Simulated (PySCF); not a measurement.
Electron correlation in Cl⁺ (chlorine, charge +1)

[Ne] 3s2 3p4, high-spin 3P determinant. All numbers are calculated (PySCF 2.14, the spin-free X2C one-electron Hamiltonian (Gaussian nucleus), in cc-pVTZ-DK (5s4p2d1f, 34 functions)). Frozen: [Ne]; 6 electrons correlated.

MP2 pair energies summed by pair of shells (mhartree):

```json
{"pair": "3p-3p", "energy": "-57.48", "share (%)": "46.5"}
{"pair": "3s-3p", "energy": "-56.50", "share (%)": "45.7"}
{"pair": "3s-3s", "energy": "-9.62", "share (%)": "7.8"}
```

Total MP2 correlation energy: -123.60 mhartree.

Same-spin part -28.52 and opposite-spin part -95.08 mhartree; SCS-MP2 scales them by 1/3 and 6/5 to -123.60 mhartree.

| level | correlation energy (mhartree) |
| --- | --- |
| CCSD | -147.76 |
| (T) | -4.19 |
| CCSD(T) | -151.95 |

Diagnostics: T1 = 0.0083, D1 = 0.0267, largest double amplitude 0.056.

Cost of the coupled-cluster step: 0.62 s of wall time on 1 thread of Neoverse-N1 (shared host), for 6 correlated electrons.

Iterations:

```
CC2 = 0
CCSD nocc = (np.int64(4), np.int64(2)), nmo = (29, 29)
frozen orbitals [[0, 1, 2, 3, 4], [0, 1, 2, 3, 4]]
max_cycle = 100
direct = 0
conv_tol = 1e-08
conv_tol_normt = 1e-06
diis_space = 8
diis_start_cycle = 0
Init t2, MP2 energy = -0.123600421982437
Init E_corr(UCCSD) = -0.123600422015791
cycle = 1  E_corr(UCCSD) = -0.14209736148281  dE = -0.0184969395  norm(t1,t2) = 0.0407911
cycle = 2  E_corr(UCCSD) = -0.146040162205272  dE = -0.00394280072  norm(t1,t2) = 0.0131438
cycle = 3  E_corr(UCCSD) = -0.147814998719302  dE = -0.00177483651  norm(t1,t2) = 0.00519575
cycle = 4  E_corr(UCCSD) = -0.147760502443629  dE = 5.44962757e-05  norm(t1,t2) = 0.000601227
cycle = 5  E_corr(UCCSD) = -0.147762717682813  dE = -2.21523918e-06  norm(t1,t2) = 8.30725e-05
cycle = 6  E_corr(UCCSD) = -0.147762645101072  dE = 7.25817407e-08  norm(t1,t2) = 1.58322e-05
cycle = 7  E_corr(UCCSD) = -0.147762896147077  dE = -2.51046005e-07  norm(t1,t2) = 3.36717e-06
cycle = 8  E_corr(UCCSD) = -0.147762791405758  dE = 1.04741319e-07  norm(t1,t2) = 8.70539e-07
cycle = 9  E_corr(UCCSD) = -0.147762810127539  dE = -1.8721781e-08  norm(t1,t2) = 1.53875e-07
cycle = 10  E_corr(UCCSD) = -0.147762808674032  dE = 1.45350673e-09  norm(t1,t2) = 2.77956e-08
UCCSD converged
E(UCCSD) = -460.6099696823904  E_corr = -0.1477628086740318
UCCSD(T) correction = -0.00418630680409471
```
